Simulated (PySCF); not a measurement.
CAuClO, SMILES [O+]#[C-]->[Au][Cl], multiplicity 1. Heavy atoms are numbered as in [Au:1]([Cl:2])<-[C-:4]#[O+:3].

Coordinates come from a B3LYP-D3(BJ)/def2-SVP optimisation. The spin state was assumed, not searched. The isomer is the one that the SMILES or the coordinates give; other isomers of the formula were not compared. The def2 effective core potentials stand for the cores of Au; spin–orbit coupling is left out.

These are PySCF with HF/def2-TZVPD values and carry that method's errors.

Mulliken values depend strongly on the basis, most of all with diffuse functions as here. ESP charges are fitted to the potential on shells at 1.4 to 2.0 van der Waals radii. Atomic charges (e), one atom of each kind:

| atom | ESP fit | Mulliken |
|---|---|---|
| Au1 | 0.16 | 0.46 |
| Cl2 | -0.38 | -0.69 |
| O3 | -0.16 | -0.32 |
| C4 | 0.38 | 0.54 |
